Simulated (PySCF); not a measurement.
Ionisation energy of Sr by level of theory

Sr [Kr] 5s2 (1S) → Sr⁺ [Kr] 5s1 (2S), as a difference of total energies. All numbers are calculated (PySCF 2.14, the spin-free X2C one-electron Hamiltonian (Gaussian nucleus), in x2c-TZVPall (8s6p6d1f, 63 functions)). Correlated levels: valence: [Kr] frozen. The calculations carry no spin-orbit coupling.

| method | ionisation energy (eV) | error (eV) |
| --- | --- | --- |
| UHF | 4.746 | -0.949 |
| BP86 | 5.841 | +0.146 |
| PBE | 5.710 | +0.015 |
| MP2 (valence) | 5.216 | -0.479 |
| SCS-MP2 (valence) | 5.310 | -0.385 |

Reference: 5.695 eV (measured; NIST Atomic Spectra Database, ionization energies).

Errors of the correlated levels include the incompleteness of this basis and the frozen core.

MP2 underrates the near-degeneracy of ns² with np² in the lower species.
